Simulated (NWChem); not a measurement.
## Total energies of BeO

```
Be
O 1 1.3594
```
Charge 0, spin multiplicity 1.

Program: NWChem. All single points use one geometry, from PBE/def2-SVP, a minimum by its harmonic frequencies.

Basis set: cc-pVTZ (60 functions).

```csv
method,total energy (Ha)
RHF,-89.43983
MP2,-89.74239
B2PLYP,-89.87310
PBE,-89.82587
B3LYP,-89.93818
BHandHLYP,-89.87982
CCSD(T),-89.74797
```

Total energies of different functionals aren't comparable as a measure of quality: only differences taken within one method are. 

The correlated methods keep 2 core orbitals frozen. B3LYP has NWChem's definition, with VWN1-RPA local correlation. The structure started from a generated list of species. Coupled-cluster values serve here as a point of comparison, not as the truth.
